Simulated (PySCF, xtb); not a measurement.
Te(Cl)(OH) (ClHOTe), SMILES O[Te]Cl.

The structure is a stationary point at B3LYP-D3(BJ)/def2-TZVP. The def2 effective core potentials stand for the cores of Te; spin–orbit coupling is left out. The values are those of a single conformer.

Calculation: IEF-PCM-M06-2X/def2-SVP in PySCF 2.14.0.

The values are the electrostatic part of the solvation free energy, E(continuum) − E(gas) at the gas-phase geometry, in a cavity of scaled van der Waals radii (PySCF's table); cavitation and dispersion terms are not included. In vacuum the orbital gap is 6.37 eV. The dipole moment in vacuum is 2.53 D.

Question: Estimate the values in water (ε = 78.36), N,N-dimethylformamide (ε = 37.22), ethylethanoate (ε = 5.99). (An estimate is asked for; the answer gives what the named calculation found.)

Answer: 
```
solvent                    ε  ΔG(elec) (kcal/mol)  dipole (D)  gap (eV)
---------------------  -----  -------------------  ----------  --------
water                  78.36                 -6.5        3.33      6.47
N,N-dimethylformamide  37.22                 -6.4        3.31      6.47
ethylethanoate          5.99                 -4.9        3.13      6.44
```

For comparison, GFN2-xTB/ALPB(water) (xtb, at the GFN2-xTB geometry, all terms of that model) gives -6.1 kcal/mol.
